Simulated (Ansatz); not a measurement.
```xyz
8

F     1.101    1.111   -1.386
B     0.039    0.927   -0.628
F    -0.479   -0.518   -0.796
B    -0.039   -0.927    0.628
F    -1.101   -1.111    1.386
F     0.479    0.518    0.796
H    -0.858    1.704   -0.594
H     0.858   -1.704    0.594
```

The species carries charge 0 and has multiplicity 1.

Q: List the PBE0/def2-TZVPP orbital energies in eV (Ansatz). (An estimate is asked.)

A: Computed: Occupied: -676.14, -676.14, -674.58, -674.58, -188.25, -188.25, -36.64, -34.92, -34.45, -34.23, -18.30, -17.95, -16.85, -16.18, -15.69, -14.83, -14.05, -13.98, -13.71, -13.02, -12.70, -12.38, -11.33, -10.38. Lowest empty: 0.63, 1.70, 1.76, 2.38, 2.45, 2.59, 3.10, 4.22.
